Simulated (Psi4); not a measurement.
C3H6Cl (SMILES C[CH]CCl), doublet, geometry from GFN2-xTB. Base run: CCSD(T)/def2-SVP run with Psi4.

Here is a job for Psi4.
```
memory 2 GB

molecule {
0 2
  C     0.83519170   -0.01173686   -0.93776301
  C     2.08474253   -0.17763721   -0.16953693
  C    -0.25450716    0.77739373   -0.46643008
  H     0.67704263   -0.66350502   -1.78253322
  H     2.08522732   -1.13752773    0.35804127
  Cl   -1.35014793   -0.28336693    0.71590498
  H     2.94854628   -0.18908383   -0.83515052
  H     2.20315945    0.61218429    0.56844018
  H     0.02373643    1.60046062    0.18458636
  H    -0.97775952    1.06659151   -1.22138880
}

set basis def2-svp
set reference uhf
set freeze_core true

energy('ccsd(t)')
print_variables()
```

The base run was repeated with changes; each row names its change, and settings that it needs were set with it.

```csv
change,ΔE vs base (mEh),MP2 correlation (Eh),CC correlation without the perturbative part (Eh),basis functions,core-seconds (rough)
base,0.000,-0.53350,-0.58943,90,200
method = mp3,?,-0.53323,-,90,8
method = mp2,72.604,-0.53323,-,90,4
method = ccsd,16.337,-0.53350,-0.58943,90,100
```

Fill in the missing entries.


- method = mp3, ΔE vs base (mEh): 23.892

Open shells are given as the SCF converged; they aren't shown to be the lowest states, and a large step between rows can be another state.
